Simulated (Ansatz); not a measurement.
`[CH3][SbH][SiH3]` and `CN[SiH3]` differ in one element.

Ansatz, PBE0-D4/def2-TZVP geometries, multiplicity 1. 

Elements past krypton have def2 core potentials.

| property | `[CH3][SbH][SiH3]` |
| --- | --- |
| size of the dipole moment (B3LYP/def2-TZVPP) / D | 0.77 |
| size of the dipole moment (ωB97M-V/def2-TZVPP) / D | 0.73 |
| LUMO energy (ωB97M-V/def2-TZVPP) / eV | 1.10 |
| HOMO energy (PBE0/def2-TZVPP) / eV | -6.87 |
| HOMO–LUMO gap (PBE0/def2-TZVPP) / eV | 6.41 |
| HOMO energy (ωB97M-V/def2-TZVPP) / eV | -8.87 |

Task: Give the same properties after the change, and the shifts. (Estimate.)

Result: Ansatz gave: 
| property | `CN[SiH3]` | shift |
| --- | --- | --- |
| size of the dipole moment (B3LYP/def2-TZVPP) / D | 1.26 | 0.49 |
| size of the dipole moment (ωB97M-V/def2-TZVPP) / D | 1.27 | 0.54 |
| LUMO energy (ωB97M-V/def2-TZVPP) / eV | 2.02 | 0.92 |
| HOMO energy (PBE0/def2-TZVPP) / eV | -6.79 | 0.08 |
| HOMO–LUMO gap (PBE0/def2-TZVPP) / eV | 7.27 | 0.86 |
| HOMO energy (ωB97M-V/def2-TZVPP) / eV | -9.13 | -0.26 |

With PBE0 the HOMO rises by 0.08 eV and the LUMO rises by 0.93 eV, so the gap widens by about 0.85 eV. PBE moves the HOMO by 0.49 eV and ωB97M-V by -0.26 eV. Dipoles are sizes alone; their direction can turn.

B3LYP here is the variant with VWN-RPA as its local correlation; programs differ in this.

Spin–orbit coupling is left out; it splits and shifts lone-pair levels of the heavy atoms by tenths of an eV.
